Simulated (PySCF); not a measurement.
C₅H₈FN.
SMILES: `[H]/N=C/[C@@H]1CC[C@@H]1F`

Jobs on this species (15 atoms, 54 electrons) with PySCF (density fitting). Hardware of each: x86-64 server, one thread, no GPU (shared host). Other jobs ran on the host; a repeat could differ by tens of per cent or more.

```csv
level and settings,work,basis functions,SCF cycles,wall time
"BP86/6-311+G(2d,p), energy threshold 1e-08 Eh","1 singlet by TDA, 5 Tamm–Dancoff triplets, polarisability",237,?,?
"PBE0/aug-cc-pVDZ, fitting basis def2-universal-jkfit","spin–spin couplings from 15 perturbed nuclei, spin–dipole term for 2 of them",233,?,?
PBE0/6-31G,"shieldings, ring-centre shieldings",79,14,5.4 s
"PBE0/Sadlej pVTZ, fitting basis def2-qzvpp-jkfit","shieldings, ring-centre shieldings, charges and field gradients",240,10,35 s
```

Question: Fill in the missing figures.

Answer: 
- BP86/6-311+G(2d,p), energy threshold 1e-08 Eh; 1 singlet by TDA, 5 Tamm–Dancoff triplets, polarisability: 28 s, 10 SCF cycles
- PBE0/aug-cc-pVDZ, fitting basis def2-universal-jkfit; spin–spin couplings from 15 perturbed nuclei, spin–dipole term for 2 of them: 39 s, 10 SCF cycles

Question: What do all jobs in the table cost together?

Answer: About 1.8 min; the longest takes about 36 % of that, and about 7.2 times as long as the shortest.
